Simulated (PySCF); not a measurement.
Unknown compound

Molecular formula: C₆H₁₃PSi. Simulated spectra:

$^{1}$H NMR (400 MHz, computed): δ 4.27 (m, 3H), 3.01 (m, 1H), 2.55 (m, 3H), 2.13 (m, 2H), 2.09 (m, 1H), 2.05 (m, 2H), 1.85 (m, 1H).

$^{13}$C{$^{1}$H} NMR (computed): δ 205.8, 40.2, 31.4, 29.7, 22.6.

[PySCF 2.14: geometry from PBE0-D3(BJ)/def2-SVP; PBE0/pcSseg-1 with gauge-including orbitals; a single conformation; relativity neglected; isolated molecule; one averaged value for each set of equivalent atoms]

References, each an isolated molecule treated in the same way: $^{1}$H (σ = 31.27 ppm), $^{13}$C (σ = 184.41 ppm) vs TMS.

Q: Propose a structure and justify it.

A: 
- 5 carbon signals for 6 carbons: some carbons are equivalent by symmetry or fast rotation.
- Carbon types of the structure: 1 × C, 1 × CH, 3 × CH2, 1 × CH3, leaving 3 H on heteroatoms.
- δC 205.8: carbon double-bonded to a heavier main-group atom.
- δC 40.2: sp3 CH bonded to P.
- δC 31.4: methyl carbon; saturated and bonded to C and H only.
- δC 29.7, 22.6: sp3 CH2 in a ring; a saturated carbon with 2 carbon neighbours and no heteroatom attached.
- δH 4.27: hydrogen on a silicon bonded to C.
- δH 3.01: hydrogen on an sp3 CH bonded to P.
- δH 2.55: hydrogen on a methyl carbon.

These data were computed for `C1C(/P=C(/C)[SiH3])CC1`.

The shifts were computed for this structure.

Splittings by $^{31}$P in the carbon and heteronuclear signals aren't shown, as no couplings were computed. Shifts are as computed. Against solution values, carbons near 30 ppm lie about +2 ppm off and those near 130 ppm about +5 ppm. Of 1313 compounds with measured shifts, 239 miss one by over three times the rms of a fit or turn the order of signals round; such compounds aren't used in these exercises. No couplings were computed; multiplicities are counted from neighbouring protons, with m where these are inequivalent, close in shift, in a saturated or five-membered ring or joined by F or P, and br s for small geminal =CH2 splittings.
